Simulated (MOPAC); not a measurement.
Input for MOPAC: AM1 on BBr2HO (SMILES OB(Br)Br), a point of a torsion scan.

```
AM1 1SCF PRECISE CHARGE=0 THREADS=1
BBr2HO

O     -0.83090106 1    -0.61891645 1     0.30618005 1
B      0.29696526 1     0.02871345 1     0.07747856 1
Br     1.73675310 1    -0.29084291 1     1.24615132 1
Br     0.50811710 1     1.25028282 1    -1.36711813 1
H     -1.61594526 1    -0.52032011 1    -0.23468650 1
```

Program output:

```
*******************************************************************************
 **                                                                           **
 **                              MOPAC v23.2.5                                **
 **                                                                           **
 *******************************************************************************
 ** MOPAC's Digital Object Identifier: https://doi.org/10.5281/zenodo.6511958 **
 **                                                                           **
 ** Please cite the open-source release paper for use of this MOPAC version:  **
 ** J. E. Moussa and J. J. P. Stewart (2026)                                  **
 ** MOPAC: An open-source semiempirical molecular orbital program             **
 ** J. Open Source Softw., 11(119), 8025, https://doi.org/10.21105/joss.08025 **
 *******************************************************************************

                              AM1 CALCULATION RESULTS

 *******************************************************************************
 *  AM1        - The AM1 Hamiltonian to be used
 *
 *
 *
 *                 CHARGE ON SYSTEM = 0
 *
 *
 *
 *  PRECISE    - TIGHTER CRITERIA TO BE USED
 *  1SCF       - DO 1 SCF AND THEN STOP
 *  THREADS=1  - MULTI-THREADING NOT USED
 *  T=         - A TIME OF 172800.0 SECONDS REQUESTED
 *  DUMP=N     - RESTART FILE WRITTEN EVERY 7200.0 SECONDS REQUESTED
 *******************************************************************************
AM1 1SCF PRECISE CHARGE=0 THREADS=1
 BBr2HO

   ATOM   CHEMICAL          X               Y               Z
  NUMBER   SYMBOL      (ANGSTROMS)     (ANGSTROMS)     (ANGSTROMS)

     1       O         -0.83090106  *  -0.61891645  *   0.30618005  *
     2       B          0.29696526  *   0.02871345  *   0.07747856  *
     3      Br          1.73675310  *  -0.29084291  *   1.24615132  *
     4      Br          0.50811710  *   1.25028282  *  -1.36711813  *
     5       H         -1.61594526  *  -0.52032011  *  -0.23468650  *



          CARTESIAN COORDINATES

    NO.       ATOM           X           Y           Z

     1         O         -0.8309     -0.6189      0.3062
     2         B          0.2970      0.0287      0.0775
     3        Br          1.7368     -0.2908      1.2462
     4        Br          0.5081      1.2503     -1.3671
     5         H         -1.6159     -0.5203     -0.2347

  H: (AM1): M.J.S. DEWAR ET AL, J. AM. CHEM. SOC. 107 3902-3909 (1985)
  B: (AM1): M.J.S. DEWAR ET AL, ORGANOMETALLICS, 7, 513-521 (1988)
  O: (AM1): M.J.S. DEWAR ET AL, J. AM. CHEM. SOC. 107 3902-3909 (1985)
 Br: (AM1): M.J.S. DEWAR AND E. G. ZOEBISCH, THEOCHEM, 180, 1 (1988).

           Empirical Formula: H O B Br2  =     5 atoms



      MOLECULAR POINT GROUP   :   Cs


      RHF CALCULATION, NO. OF DOUBLY OCCUPIED LEVELS = 12


 -------------------------------------------------------------------------------
 AM1 1SCF PRECISE CHARGE=0 THREADS=1
 BBr2HO



     1SCF WAS SPECIFIED, SO BFGS WAS NOT USED
     SCF FIELD WAS ACHIEVED


                              AM1 CALCULATION
                                                       MOPAC v23.2.5 Linux




          FINAL HEAT OF FORMATION =       -106.74258 KCAL/MOL =    -446.61096 KJ/MOL


          COSMO AREA              =        116.47 SQUARE ANGSTROMS
          COSMO VOLUME            =        103.67 CUBIC ANGSTROMS

          IONIZATION POTENTIAL    =         10.989263 EV
          HOMO LUMO ENERGIES (EV) =        -10.989 -0.832
          NO. OF FILLED LEVELS    =         12
          MOLECULAR WEIGHT        =        187.6253         POINT GROUP:  Cs

          MOLECULAR DIMENSIONS (Angstroms)

            Atom       Atom       Distance
            H     5   Br     3     3.67235
           Br     4    O     1     2.76500
            O     1    B     2     0.00005


          SCF CALCULATIONS        =          1





   ATOM   CHEMICAL          X               Y               Z
  NUMBER   SYMBOL      (ANGSTROMS)     (ANGSTROMS)     (ANGSTROMS)

     1       O         -0.83090106  *  -0.61891645  *   0.30618005  *
     2       B          0.29696526  *   0.02871345  *   0.07747856  *
     3      Br          1.73675310  *  -0.29084291  *   1.24615132  *
     4      Br          0.50811710  *   1.25028282  *  -1.36711813  *
     5       H         -1.61594526  *  -0.52032011  *  -0.23468650  *

                             CARTESIAN COORDINATES

   1    O       -0.830901060    -0.618916450     0.306180050
   2    B        0.296965260     0.028713450     0.077478560
   3   Br        1.736753100    -0.290842910     1.246151320
   4   Br        0.508117100     1.250282820    -1.367118130
   5    H       -1.615945260    -0.520320110    -0.234686500


           Empirical Formula: H O B Br2  =     5 atoms



      MOLECULAR POINT GROUP   :   Cs


                  EIGENVALUES
 -39.18653 -32.37713 -31.51416 -23.08690 -18.58841 -16.15785 -15.49200 -12.60310
 -11.96409 -11.76232 -11.38307 -10.98926  -0.83165   0.85053   1.66151   3.25697
   6.12976


              NET ATOMIC CHARGES AND DIPOLE CONTRIBUTIONS

  ATOM NO.   TYPE          CHARGE      No. of ELECS.   s-Pop       p-Pop
    1          O          -0.284605        6.2846     1.81090     4.47370
    2          B           0.088120        2.9119     1.18340     1.72848
    3         Br           0.006551        6.9934     1.96276     5.03069
    4         Br          -0.080073        7.0801     1.96522     5.11486
    5          H           0.270007        0.7300     0.72999
 DIPOLE           X         Y         Z       TOTAL
 POINT-CHG.    -0.975    -0.307    -0.125     1.030
 HYBRID        -0.964    -0.084    -0.403     1.048
 SUM           -1.939    -0.390    -0.528     2.047


          ATOMIC ORBITAL ELECTRON POPULATIONS

     Atom    s        px        py        pz
    1  O   1.81090   1.25324   1.64049   1.57997
    2  B   1.18340   0.65886   0.49601   0.57361
    3 Br   1.96276   1.44290   1.93513   1.65265
    4 Br   1.96522   1.97097   1.63366   1.51023
    5  H   0.72999

 **********************
 *                    *
 * JOB ENDED NORMALLY *
 *                    *
 **********************




 == MOPAC DONE ==
```

The run finished.

Cost: roughly 0.05 core-seconds.
